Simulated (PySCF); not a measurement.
# Partial charges of `CCC(C)(C)P1CC1`

Compound: C7H15P.
Atom-mapped SMILES: `[CH3:1][CH2:2][C:3]([CH3:4])([CH3:5])[P:6]1[CH2:7][CH2:8]1` (hydrogens: H9, H10, H11 on C1; H12, H13 on C2; H14, H15, H16 on C4; H17, H18, H19 on C5; H20, H21 on C7; H22, H23 on C8)

Geometry (GFN2-xTB, Å), atoms numbered from 1 in this order:
```
atom  x, y, z in Å
C1    -1.9863    1.1200   -0.9554
C2    -1.7634   -0.2141   -0.2543
C3    -0.3362   -0.4132    0.2849
C4    -0.0039    0.6389    1.3359
C5    -0.2480   -1.8079    0.9145
P6     0.7920   -0.4643   -1.2545
C7     2.0033    0.9031   -1.0178
C8     2.4812   -0.4357   -0.5228
H9    -1.9578    1.9489   -0.2528
H10   -2.9575    1.1276   -1.4451
H11   -1.2196    1.2782   -1.7137
H12   -2.4731   -0.3138    0.5721
H13   -1.9699   -1.0196   -0.9654
H14   -0.7090    0.5516    2.1624
H15    0.9967    0.4983    1.7398
H16   -0.0796    1.6463    0.9352
H17   -0.4509   -2.5757    0.1685
H18   -0.9756   -1.9116    1.7189
H19    0.7435   -1.9878    1.3258
H20    1.8023    1.6759   -0.2911
H21    2.4564    1.2805   -1.9261
H22    3.2594   -0.9267   -1.0930
H23    2.5910   -0.5719    0.5443
```

Density: PBE0/pcSseg-1 (PySCF); schemes: Mulliken, IAO, Hirshfeld and ESP-fitted. Geometry: GFN2-xTB, one conformer, isolated molecule.

At which atom do the 4 schemes differ most?

At C3: from -0.742 (Mulliken) to +0.626 e (ESP-fitted), 1.368 e apart.

Which atoms carry the highest charge in the Mulliken, IAO, Hirshfeld and ESP-fitted schemes?

The schemes don't all agree: Mulliken P6 (+0.326); IAO P6 (+0.365); Hirshfeld P6 (+0.121); ESP-fitted C3 (+0.626).

Which atoms carry the lowest charge in the Mulliken, IAO, Hirshfeld and ESP-fitted schemes?

The schemes don't all agree: Mulliken C3 (-0.742); IAO C8 (-0.436); Hirshfeld C8 (-0.126); ESP-fitted C5 (-0.734).

Give the atomic charges in each scheme.

In e:

| atom | environment | Mulliken | IAO | Hirshfeld | ESP-fitted |
| --- | --- | --- | --- | --- | --- |
| C1 | methyl carbon | -0.254 | -0.418 | -0.121 | -0.339 |
| C2 | chain CH2 carbon | -0.173 | -0.249 | -0.072 | -0.019 |
| C3 | sp3 carbon bound to phosphorus | -0.742 | -0.103 | -0.011 | +0.626 |
| C4 | methyl carbon | -0.153 | -0.413 | -0.120 | -0.661 |
| C5 | methyl carbon | -0.134 | -0.413 | -0.124 | -0.734 |
| P6 | phosphine phosphorus | +0.326 | +0.365 | +0.121 | -0.248 |
| C7 | sp3 carbon bound to phosphorus | -0.379 | -0.434 | -0.125 | -0.229 |
| C8 | sp3 carbon bound to phosphorus | -0.376 | -0.436 | -0.126 | -0.292 |
| H9 | methyl hydrogen | +0.112 | +0.134 | +0.037 | +0.079 |
| H10 | methyl hydrogen | +0.117 | +0.144 | +0.042 | +0.101 |
| H11 | methyl hydrogen | +0.124 | +0.137 | +0.029 | +0.090 |
| H12 | methylene hydrogen | +0.113 | +0.126 | +0.035 | +0.030 |
| H13 | methylene hydrogen | +0.121 | +0.131 | +0.032 | +0.017 |
| H14 | methyl hydrogen | +0.115 | +0.138 | +0.040 | +0.142 |
| H15 | methyl hydrogen | +0.112 | +0.133 | +0.038 | +0.191 |
| H16 | methyl hydrogen | +0.123 | +0.136 | +0.037 | +0.183 |
| H17 | methyl hydrogen | +0.117 | +0.138 | +0.035 | +0.173 |
| H18 | methyl hydrogen | +0.111 | +0.134 | +0.038 | +0.156 |
| H19 | methyl hydrogen | +0.114 | +0.136 | +0.035 | +0.206 |
| H20 | methylene hydrogen | +0.150 | +0.151 | +0.044 | +0.089 |
| H21 | methylene hydrogen | +0.152 | +0.159 | +0.044 | +0.160 |
| H22 | methylene hydrogen | +0.153 | +0.159 | +0.044 | +0.174 |
| H23 | methylene hydrogen | +0.149 | +0.146 | +0.043 | +0.103 |

Mean size of the charges over all atoms: ESP-fitted 0.219 e, IAO 0.214 e, Mulliken 0.192 e, Hirshfeld 0.061 e. Each set sums to the total charge, 0, to within 0.001 e. The Hirshfeld scheme divides the density at each point in proportion to the densities of the neutral, spherically averaged free atoms. The Mulliken scheme counts on each atom the diagonal of the density matrix times the overlap matrix over that atom's basis functions.

Sum the charges by element, for elements with more than one atom.

```tsv
element	atoms	Mulliken	IAO	Hirshfeld	ESP-fitted
C	7	-2.211	-2.465	-0.699	-1.648
H	15	+1.885	+2.100	+0.577	+1.896
```

How closely do the schemes follow one another over all atoms?

Correlation coefficient and root-mean-square difference: IAO with Hirshfeld 1.00, 0.175 e; Mulliken with IAO 0.78, 0.161 e; Mulliken with Hirshfeld 0.74, 0.192 e; Hirshfeld with ESP-fitted 0.65, 0.252 e; IAO with ESP-fitted 0.64, 0.232 e; Mulliken with ESP-fitted 0.11, 0.357 e.
